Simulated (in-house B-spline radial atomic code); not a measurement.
Configurations of neutral nickel, with energies counted from [Ar] 3d8 4s2. Computed with an all-electron radial atomic-structure program (B-spline basis): scalar-relativistic (X2C) B97-1, spin-polarised, spherical fractional occupations, exact exchange averaged over the configuration, Fermi nucleus of rms radius 3.7757 fm. Shells without spins written out take the highest spin.

Occupations are held fixed; configurations that lie above the ionisation limit could autoionise.

| configuration | E - E(ref) (eV) | highest orbital | its <r> (bohr) |
| --- | --- | --- | --- |
| [Ar] 3d8 4s1 4p1 | 3.8831 | 4p up | 3.834 |
| [Ar] 3d8 4s1 4d1 | 7.1686 | 4d up | 9.99 |
| [Ar] 3d7 4s2 5d1 | 13.114 | 5d up | 17.79 |
| [Ne] 3s2 3p5 3d9 4s2 | 63.703 | 4s down | 2.847 |

(1) Order these further configurations by energy, lowest first.
A. [Ne] 3s2 3p5 3d8 4s2 5d1
B. [Ar] 3d8 4s1 5p1
C. [Ar] 3d7 4s2 5p1
D. [Ar] 3d7 4s2 4p1
E. [Ne] 3s2 3p5 3d8 4s2 5s1

Answers

(1) B (6.8742 eV), D (8.4891 eV), C (12.18 eV), E (75.58 eV), A (77.324 eV).
